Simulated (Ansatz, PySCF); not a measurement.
O₃Sn, SMILES [O]1[Sn]([O]1)=[O]. Atoms are numbered in the order given.

```xyz
4

Sn     0.0000     0.0000     0.2097
O      0.0000     0.0000     2.0516
O      0.0000     0.8082    -1.6069
O      0.0000    -0.8082    -1.6069
```
Charge 0, spin multiplicity 1.

Geometry: B3LYP-D3(BJ)/def2-SVP. The def2 effective core potentials stand for the cores of Sn; spin–orbit coupling is left out.

Two levels are set side by side: PBE-D3(BJ)/def2-SVP (Ansatz, a program for electronic structure) and B3LYP-D3(BJ)/def2-SVP (Ansatz). Each level has its own optimised geometry; the coordinates shown are those of the second. Frequencies come from the Hessian of PySCF at each geometry. Differences are taken from unrounded values.

| quantity | B3LYP-D3(BJ) | PBE-D3(BJ) | PBE-D3(BJ) minus B3LYP-D3(BJ) |
|---|---|---|---|
| mean bond length (Å) | 1.939 | 1.955 | 0.016 |
| bond Sn1–O2 (Å) | 1.842 | 1.852 | 0.010 |
| bond Sn1–O3 (Å) | 1.988 | 2.007 | 0.018 |
| bond Sn1–O4 (Å) | 1.988 | 2.007 | 0.018 |
| highest harmonic wavenumber (cm⁻¹) | 827 | 812 | -15 |
| mean harmonic wavenumber (cm⁻¹) | 488 | 475 | -14 |
| zero-point energy (kcal/mol) | 4.19 | 4.07 | -0.12 |

Exact exchange shortens and stiffens bonds; PBE has none. Differences between two approximate levels are no errors against the true value.
